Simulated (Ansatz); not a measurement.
Ansatz (a quantum-chemistry and plane-wave program) input (B3LYP-D3(BJ)/def2-TZVP):

Ansatz 0.2 input:
```yaml
crystal:
  periodic: [false, false, false]
  atoms:
    - {symbol: Zr, position_ang: [0.04382037, -0.01289800, -0.85046583]}
    - {symbol: O, position_ang: [-0.05153433, 0.05918828, 0.89654166]}
basis:
  gaussian:
    orbitals: def2-TZVP
hamiltonian:
  xc: b3lyp
  dispersion: d3bj
relax: {f_tol: 0.002, max_steps: 150}
```

Output:

```
Functional definition: B3LYP
integrals: 0.01 GiB planned
506 factors; their error is unknown
mean field: 0.15 GiB planned
mean field evaluation 1: about -3314.7379 eV, gradient 8.2e1 eV
mean field evaluation 2: about -3063.2278 eV, gradient 2.5e2 eV
mean field evaluation 4: about -3327.1261 eV, gradient 1.6e1 eV
mean field evaluation 8: about -3327.7493 eV, gradient 1.3e-1 eV
mean field evaluation 16: about -3327.7723 eV, gradient 8.2e-5 eV
mean field -3327.77230678 eV, -122.2933766290 hartree, gradient 1.7e-5 eV, S^2 0.000000; 0 other end points of the search recorded, 0 dependent functions left out
the calculation of the forces begins
reference -3327.77248814 eV, -122.2933832938 hartree; 10, 10 occupied and 61, 61 virtual orbitals, 506 factors
relax step   1: F+E_penalty+E_count = -3327.81695356 eV  Δ(F+E_penalty+E_count) = +0.000e0 eV  max|allowed force component| = 1.567e0 eV/Å  Δτ_max = 0.0000 Å  (31 SCF iters, accepted)
these checks for a lower state are left out or cut short: starts, cluster_reference, orbital_swaps, neighbouring_geometries, increment
integrals: 0.01 GiB planned
506 factors; their error is unknown
mean field: 0.15 GiB planned
mean field -3327.79890987 eV, -122.2943542745 hartree, gradient 1.6e-5 eV, S^2 0.000000; 0 other end points of the search recorded, 0 dependent functions left out
the calculation of the forces begins
reference -3327.79909025 eV, -122.2943609035 hartree; 10, 10 occupied and 61, 61 virtual orbitals, 506 factors
relax step   2: F+E_penalty+E_count = -3327.84356875 eV  Δ(F+E_penalty+E_count) = -2.662e-2 eV  max|allowed force component| = 1.539e-1 eV/Å  Δτ_max = 0.0151 Å  (31 SCF iters, accepted)
these checks for a lower state are left out or cut short: starts, cluster_reference, orbital_swaps, neighbouring_geometries, increment
integrals: 0.01 GiB planned
506 factors; their error is unknown
mean field: 0.15 GiB planned
mean field evaluation 32: about -3327.7991 eV, gradient 1.5e-4 eV
mean field -3327.79914392 eV, -122.2943628758 hartree, gradient 2.2e-5 eV, S^2 0.000000; 0 other end points of the search recorded, 0 dependent functions left out
the calculation of the forces begins
reference -3327.79932421 eV, -122.2943695013 hartree; 10, 10 occupied and 61, 61 virtual orbitals, 506 factors
relax step   3: F+E_penalty+E_count = -3327.84380407 eV  Δ(F+E_penalty+E_count) = -2.353e-4 eV  max|allowed force component| = 4.273e-3 eV/Å  Δτ_max = 0.0016 Å  (33 SCF iters, accepted)
these checks for a lower state are left out or cut short: starts, cluster_reference, orbital_swaps, neighbouring_geometries, increment
integrals: 0.01 GiB planned
506 factors; their error is unknown
mean field: 0.15 GiB planned
mean field -3327.79914413 eV, -122.2943628836 hartree, gradient 1.1e-5 eV, S^2 0.000000; 0 other end points of the search recorded, 0 dependent functions left out
the calculation of the forces begins
reference -3327.79932443 eV, -122.2943695093 hartree; 10, 10 occupied and 61, 61 virtual orbitals, 506 factors
relax step   4: F+E_penalty+E_count = -3327.84380425 eV  Δ(F+E_penalty+E_count) = -1.798e-7 eV  max|allowed force component| = 7.768e-6 eV/Å  Δτ_max = 0.0000 Å  (21 SCF iters, accepted)
integrals: 0.01 GiB planned
506 factors; their error is unknown
mean field: 0.15 GiB planned
mean field -3327.79914413 eV, -122.2943628836 hartree, gradient 1.7e-5 eV, S^2 0.000000; 1 other end points of the search recorded, 0 dependent functions left out
the calculation of the forces begins
reference -3327.79932443 eV, -122.2943695093 hartree; 10, 10 occupied and 61, 61 virtual orbitals, 506 factors
Total energy: -3327.84398454 eV, -122.2960107382 hartree
Atom 0 at     0.042914    -0.012213    -0.833854 Å, force    -0.000000     0.000000     0.000008 eV/Å
Atom 1 at    -0.050628     0.058503     0.879930 Å, force     0.000000    -0.000000    -0.000008 eV/Å
Dipole moment:     0.030457    -0.023025    -0.558003 e Å
```
